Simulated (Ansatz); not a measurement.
Mulliken charges of CH$_{2}$ClFOSi (`F[Si]1(Cl)CO1`) from B3LYP/def2-TZVPP in Ansatz (PBE0-D4/def2-TZVP geometry).

```csv
atom,x (Å),y (Å),z (Å),charge (e)
F1,0.275,-1.405,1.597,-0.288
Si2,-0.166,-0.730,0.243,0.765
Cl3,-1.676,-1.825,-0.508,-0.182
C4,0.189,0.966,-0.164,-0.155
O5,0.991,-0.187,-0.754,-0.386
H6,0.803,1.599,0.471,0.123
H7,-0.355,1.514,-0.930,0.123
```

Q: By hand: the dipole of these point charges (1 e Å = 4.8032 D).

A: Σ q r = (-0.258, 0.484, 0.078) e Å, of length 0.554 e Å = 2.66 D.

Q: How does the dipole of the full density compare? (Best estimate.)

A: The calculation gave: (-0.247, 0.238, 0.081) e Å, 1.69 D; the point charges give 1.57 times that, at 18° from its direction.

Point charges leave out the atoms' own dipoles, such as those of lone pairs, and Mulliken's split depends on the basis, so the two needn't agree.

B3LYP here is the variant with VWN-RPA as its local correlation; programs differ in this.
